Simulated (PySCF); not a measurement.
Highest orbital energy against ionisation energy along the second row

Calculated with PySCF 2.14, no spin-orbit coupling. Each cell gives −ε(HOMO) / ΔSCF in eV; NIST values include spin-orbit coupling, (s) semi-empirical, (t) theoretical.

```csv
species,UHF,LDA,PBE,PBE0,r2SCAN,NIST (lowest levels)
"Be⁺ (aug-cc-pCVTZ, non-relativistic)",18.129 / 18.127,14.297 / 18.251,14.462 / 18.491,15.474 / 18.452,14.600 / 18.185,18.211
"B⁺ (aug-cc-pwCVTZ, non-relativistic)",23.776 / 23.442,19.406 / 24.554,19.506 / 24.607,20.794 / 24.563,19.724 / 24.260,25.155
"C⁺ (aug-cc-pwCVTZ, non-relativistic)",24.862 / 24.154,17.798 / 24.758,17.948 / 24.841,19.786 / 24.822,18.627 / 24.990,24.383
"N⁺ (aug-cc-pwCVTZ, non-relativistic)",30.364 / 29.189,22.000 / 30.044,22.022 / 29.891,24.238 / 29.900,22.787 / 30.124,29.601 (s)
"O⁺ (aug-cc-pwCVTZ, non-relativistic)",36.191 / 34.556,26.438 / 35.570,26.370 / 35.269,28.974 / 35.300,27.284 / 35.464,35.121
"F⁺ (aug-cc-pwCVTZ, non-relativistic)",35.640 / 33.374,26.188 / 35.263,26.464 / 35.422,29.039 / 35.248,27.049 / 35.107,34.971
"Ne⁺ (aug-cc-pwCVTZ, non-relativistic)",42.093 / 39.252,31.262 / 41.434,31.263 / 41.146,34.237 / 41.004,32.045 / 41.132,40.963
```

**Question.** How far is −ε(HOMO) from ΔSCF on average for each method, and why?

**Answer.** UHF 1.28 eV; LDA -7.50 eV; PBE -7.38 eV; PBE0 -5.25 eV; r2SCAN -6.74 eV. Hartree-Fock orbital energies lack relaxation and so exceed the ΔSCF value; semilocal functionals have convex E(N) from self-interaction, so their HOMO lies far too high; exact exchange moves hybrids part of the way back.
